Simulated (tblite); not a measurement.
A geometry optimisation, step by step.

Compound: phenyl isocyanate, C₇H₅NO.
Numbering: `[O:1]=[C:2]=[N:3][c:4]1[cH:5][cH:6][cH:7][cH:8][cH:9]1` (hydrogens: H10 on C5; H11 on C6; H12 on C7; H13 on C8; H14 on C9)

Computed with GFN2-xTB (tblite), gas phase: L-BFGS steps from a force-field or distance-geometry start until the largest atomic force falls under 0.01 eV/Å. 8 of its 78 geometries are shown.

Step 0: E = -666.4462 eV, largest atomic force 7.764 eV/Å
```
atom  x, y, z in Å  |  force x, y, z in eV/Å
O1      3.705    0.059    1.368   -4.474  -1.575  -6.147
C2      2.930   -0.178    0.410    1.380   0.524   2.044
N3      2.143   -0.422   -0.555    2.615   1.226   4.553
C4      0.733   -0.185   -0.355    0.956  -1.437  -0.066
C5     -0.071   -1.271   -0.015   -0.481   0.154  -0.134
C6     -1.437   -1.050    0.181    1.079  -0.026  -0.176
C7     -1.902    0.244    0.047   -0.908  -0.191   0.235
C8     -1.085    1.315   -0.269   -0.580  -0.030   0.031
C9      0.254    1.090   -0.475    0.288   0.645  -0.248
H10     0.330   -2.271    0.078    0.127   0.168  -0.027
H11    -2.072   -1.890    0.436   -0.014   0.284  -0.044
H12    -2.962    0.389    0.215    0.051   0.238  -0.058
H13    -1.526    2.300   -0.353    0.181  -0.055  -0.009
H14     0.960    1.870   -0.735   -0.221   0.074   0.045
```

Step 11: E = -667.3198 eV, largest atomic force 0.799 eV/Å
```
atom  x, y, z in Å  |  force x, y, z in eV/Å
O1      3.891   -0.011    1.186    0.312   0.039   0.161
C2      2.956   -0.149    0.525   -0.348  -0.223  -0.684
N3      2.117   -0.389   -0.298    0.242   0.167   0.394
C4      0.736   -0.211   -0.357    0.216   0.099   0.260
C5     -0.090   -1.287   -0.071    0.068   0.057   0.098
C6     -1.435   -1.045    0.138   -0.073  -0.065  -0.033
C7     -1.956    0.237    0.037    0.029  -0.099  -0.077
C8     -1.125    1.286   -0.307    0.003   0.074  -0.058
C9      0.219    1.068   -0.516    0.141   0.004   0.075
H10     0.366   -2.261    0.067   -0.245   0.092  -0.040
H11    -2.071   -1.861    0.429   -0.159  -0.128  -0.024
H12    -3.000    0.427    0.231   -0.049  -0.081   0.032
H13    -1.484    2.298   -0.367   -0.230   0.077  -0.052
H14     0.876    1.898   -0.720    0.093  -0.012  -0.053
```

Step 22: E = -667.4232 eV, largest atomic force 0.318 eV/Å
```
atom  x, y, z in Å  |  force x, y, z in eV/Å
O1      4.155   -0.094    0.987    0.283   0.075   0.125
C2      3.103   -0.158    0.514   -0.164  -0.109  -0.205
N3      2.112   -0.355   -0.112   -0.201   0.013  -0.109
C4      0.746   -0.169   -0.183   -0.080   0.043   0.038
C5     -0.103   -1.256    0.005   -0.052   0.002   0.054
C6     -1.464   -1.038    0.120   -0.037  -0.072  -0.001
C7     -1.993    0.237    0.016    0.021  -0.058  -0.073
C8     -1.159    1.292   -0.319   -0.031  -0.032   0.003
C9      0.206    1.092   -0.430   -0.046   0.082   0.020
H10     0.300   -2.255    0.082    0.044   0.074   0.093
H11    -2.120   -1.876    0.303   -0.007  -0.029   0.026
H12    -3.050    0.403    0.176    0.072  -0.019  -0.099
H13    -1.594    2.269   -0.484    0.165  -0.004   0.016
H14     0.860    1.908   -0.697    0.035   0.033   0.112
```

Step 33: E = -667.4843 eV, largest atomic force 0.271 eV/Å
```
atom  x, y, z in Å  |  force x, y, z in eV/Å
O1      4.300   -0.160    0.701    0.270   0.020   0.013
C2      3.187   -0.194    0.390   -0.211   0.044   0.027
N3      2.085   -0.341   -0.019   -0.062  -0.084  -0.021
C4      0.731   -0.137   -0.045   -0.144  -0.011  -0.103
C5     -0.119   -1.225    0.124   -0.072  -0.060   0.001
C6     -1.492   -1.050    0.101   -0.013   0.070   0.030
C7     -2.031    0.211   -0.104    0.080   0.031   0.037
C8     -1.179    1.283   -0.330   -0.065   0.041   0.064
C9      0.194    1.120   -0.303   -0.067   0.063  -0.017
H10     0.316   -2.198    0.281   -0.020  -0.103   0.036
H11    -2.153   -1.895    0.246    0.109   0.021   0.015
H12    -3.105    0.360   -0.068    0.193  -0.031  -0.118
H13    -1.585    2.266   -0.523   -0.017  -0.019   0.022
H14     0.850    1.959   -0.474    0.020   0.016   0.013
```

Step 44: E = -667.4993 eV, largest atomic force 0.077 eV/Å
```
atom  x, y, z in Å  |  force x, y, z in eV/Å
O1      4.328   -0.141    0.584   -0.051   0.014   0.001
C2      3.193   -0.185    0.353    0.008   0.060  -0.048
N3      2.069   -0.367    0.023    0.058  -0.029   0.035
C4      0.720   -0.139   -0.015    0.002  -0.051   0.003
C5     -0.129   -1.227    0.162   -0.036  -0.042   0.008
C6     -1.497   -1.050    0.104   -0.023   0.018  -0.015
C7     -2.024    0.207   -0.142   -0.011   0.030  -0.008
C8     -1.177    1.288   -0.317    0.018   0.026  -0.021
C9      0.196    1.127   -0.261    0.017  -0.024   0.028
H10     0.295   -2.202    0.343    0.017  -0.023   0.015
H11    -2.155   -1.894    0.253    0.009  -0.001  -0.024
H12    -3.093    0.347   -0.207   -0.002  -0.008   0.039
H13    -1.587    2.269   -0.500   -0.007   0.026  -0.022
H14     0.861    1.965   -0.403    0.000   0.005   0.008
```

Step 55: E = -667.5255 eV, largest atomic force 0.160 eV/Å
```
atom  x, y, z in Å  |  force x, y, z in eV/Å
O1      4.300    0.090    0.469   -0.026   0.012  -0.080
C2      3.169   -0.089    0.293   -0.050  -0.005   0.076
N3      2.055   -0.477    0.137    0.146   0.066   0.003
C4      0.716   -0.204    0.027   -0.017  -0.074  -0.007
C5     -0.164   -1.272    0.174   -0.078  -0.026  -0.002
C6     -1.524   -1.053    0.085   -0.060   0.018  -0.016
C7     -2.012    0.221   -0.159   -0.004   0.060   0.001
C8     -1.134    1.282   -0.308    0.064  -0.007  -0.041
C9      0.231    1.077   -0.223    0.030  -0.032   0.026
H10     0.230   -2.260    0.357    0.003   0.011   0.017
H11    -2.214   -1.876    0.208    0.037  -0.006  -0.020
H12    -3.076    0.385   -0.237   -0.007   0.013   0.022
H13    -1.500    2.281   -0.496   -0.053  -0.051  -0.003
H14     0.923    1.895   -0.349    0.017   0.022   0.023
```

Step 66: E = -667.5348 eV, largest atomic force 0.042 eV/Å
```
atom  x, y, z in Å  |  force x, y, z in eV/Å
O1      4.288    0.186    0.348   -0.017  -0.006  -0.002
C2      3.158   -0.053    0.267   -0.033  -0.012  -0.020
N3      2.056   -0.500    0.205    0.027  -0.003   0.032
C4      0.714   -0.236    0.072   -0.001   0.006  -0.003
C5     -0.184   -1.292    0.198   -0.006   0.011   0.000
C6     -1.540   -1.054    0.068   -0.002   0.004   0.001
C7     -2.006    0.226   -0.185    0.004   0.006   0.003
C8     -1.109    1.275   -0.310    0.004   0.002   0.004
C9      0.249    1.052   -0.183   -0.001   0.005  -0.001
H10     0.189   -2.284    0.398    0.006   0.017  -0.010
H11    -2.238   -1.871    0.168    0.003  -0.009  -0.001
H12    -3.065    0.411   -0.284    0.011  -0.021   0.000
H13    -1.469    2.274   -0.507    0.005   0.002  -0.002
H14     0.955    1.865   -0.277   -0.002  -0.003  -0.002
```

Step 77: E = -667.5356 eV, largest atomic force 0.005 eV/Å
```
atom  x, y, z in Å  |  force x, y, z in eV/Å
O1      4.292    0.174    0.303   -0.001  -0.004   0.000
C2      3.158   -0.059    0.255   -0.002   0.005  -0.001
N3      2.051   -0.497    0.244    0.002   0.004   0.001
C4      0.712   -0.230    0.094    0.000   0.001  -0.004
C5     -0.185   -1.288    0.209   -0.001   0.001   0.001
C6     -1.540   -1.054    0.064   -0.002  -0.001  -0.001
C7     -2.005    0.225   -0.197    0.000   0.000   0.001
C8     -1.109    1.276   -0.312    0.002  -0.001   0.003
C9      0.248    1.057   -0.168    0.002   0.001  -0.002
H10     0.191   -2.279    0.411   -0.003   0.001   0.001
H11    -2.236   -1.873    0.154   -0.002  -0.005  -0.001
H12    -3.063    0.403   -0.310    0.000   0.000  -0.001
H13    -1.468    2.274   -0.515    0.002  -0.002   0.000
H14     0.953    1.871   -0.255    0.002   0.000   0.000
```

**Question.** Summarise the path.

**Answer.** The energy falls by 105.11 kJ/mol from step 0 to step 77; nine tenths of that is first reached at step 23. It rises by more than 0.2 meV at steps 2 and 54. The largest force goes from 7.764 to 0.005 eV/Å. Among the bonds O1=C2 changes most, from 1.255 to 1.158 Å; the atoms move by 0.497 Å rms after alignment.

**Question.** Follow the three bonds and two angles with the largest change from start to end.

**Answer.** 
```
step  E above end (kJ/mol)  largest force (eV/Å)  O1=C2 (Å)  C2=N3 (Å)  N3–C4 (Å)  C2–N3–C4 (°)  O1–C2–N3 (°)
   0                105.11                 7.764      1.255      1.269      1.443         118.0         179.7
   3                 40.53                 2.505      1.180      1.221      1.407         122.0         179.6
   7                 28.43                 1.641      1.161      1.189      1.393         126.0         176.1
  10                 22.56                 0.497      1.154      1.198      1.392         131.8         171.0
  13                 18.40                 0.395      1.156      1.195      1.393         137.1         170.0
  17                 14.35                 0.608      1.163      1.190      1.382         143.0         174.1
  20                 11.97                 0.316      1.156      1.190      1.383         146.0         171.2
  23                 10.39                 0.222      1.159      1.190      1.379         146.1         169.7
  27                  8.37                 0.310      1.161      1.192      1.381         145.7         171.6
  30                  6.32                 0.288      1.158      1.188      1.375         151.8         172.3
  33                  4.95                 0.271      1.156      1.184      1.370         155.2         172.8
  37                  3.87                 0.069      1.159      1.186      1.371         155.7         171.4
  40                  3.73                 0.052      1.159      1.185      1.370         156.2         171.7
  44                  3.50                 0.077      1.159      1.185      1.369         156.4         171.8
  47                  3.30                 0.232      1.157      1.186      1.371         155.7         170.5
  50                  2.58                 0.155      1.159      1.188      1.371         152.3         168.6
  54                  2.53                 1.521      1.166      1.206      1.373         145.1         169.1
  57                  0.57                 0.240      1.160      1.192      1.375         147.9         169.8
  60                  0.23                 0.089      1.159      1.191      1.375         146.6         169.9
  64                  0.10                 0.041      1.158      1.191      1.375         146.2         169.7
  67                  0.07                 0.063      1.158      1.191      1.374         146.9         169.9
  70                  0.03                 0.073      1.158      1.191      1.374         146.6         169.8
  74                  0.01                 0.025      1.158      1.191      1.375         146.6         169.7
  77                  0.00                 0.005      1.158      1.191      1.374         146.7         169.8
```

Run on an Arm Neoverse V1 with one thread, no GPU, shared host.
